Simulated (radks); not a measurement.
Excited configurations of Ho III: one electron is placed in a higher orbital outside [Xe] 4f10. The ground configuration is [Xe] 4f11. All-electron calculation, scalar-relativistic Kohn-Sham, BLYP, spin-polarised, spherical densities, finite nucleus; open shells are filled with parallel spins first (spin-orbit coupling, left out, can overturn this in heavy ions); Fermi nuclear charge, rms radius 5.2022 fm. Program: a radial shooting solver on a logarithmic mesh with Libxc functionals. Excitation = E - E(ground); binding = E(ion) - E, where the ion is the core of charge +3; n* = 3/sqrt(2 binding) in atomic units, and the quantum defect is n - n*.

outer orbital,excitation (eV),binding (eV),n*,quantum defect,eigenvalue (eV),<r> (bohr)
5f,16.311,7.993,3.914,1.086,-6.288,5.567
6s,3.775,20.529,2.442,3.558,-17.261,3.172
6p,8.767,15.537,2.807,3.193,-12.947,3.836
6d,14.536,9.768,3.541,2.459,-8.147,5.521
6f,18.871,5.432,4.748,1.252,-4.451,9.522
7s,13.831,10.472,3.419,3.581,-8.987,6.083
7p,15.647,8.657,3.761,3.239,-7.356,7.062
7d,18.182,6.122,4.472,2.528,-5.157,9.383
7f,20.414,3.890,5.611,1.389,-3.263,14.36

The Delta-SCF ionisation energy is 24.304 eV (NIST Atomic Spectra Database: 22.79 eV, semi-empirical). Self-interaction in the functional shifts the binding energies and quantum defects, so they are the method's values and not measured ones. Open shells are spherical and high-spin; term and fine-structure splittings are not resolved. Spin-orbit splitting is averaged out at the scalar-relativistic level.
